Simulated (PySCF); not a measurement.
Relaxation of triplet Cd₂Cl⁺

Computed with UPBE0/[Cl def2-TZVP, Cd def2-TZVP with ECP28], scalar-relativistic core potentials, density fitting, no spin–orbit coupling, PySCF. A (50,194) grid was used.

A start displaced from a saddle point along its imaginary mode, of C2v symmetry, held to at least that symmetry:

Coordinates in bohr (charge 1 multiplicity 3):
```
Cl    0.0920    0.4634    0.0000
Cd   -0.0141   -0.0711    4.7959
Cd   -0.0141   -0.0711   -4.7959
```

What does it relax to?

It ends at C2v with Cl–Cd 2.543 Å (×2); Cd–Cl–Cd 127.5° (after a last refinement on a finer grid). The frequency run here used a shortcut that can spoil soft modes, so no verdict on minimum or saddle point is given. Other isomers or separated fragments may lie lower.

How much energy is released, and in how many steps?

7.2 kJ/mol in 9 steps.

The relaxation took of the order of 8 core-minutes on a shared host.
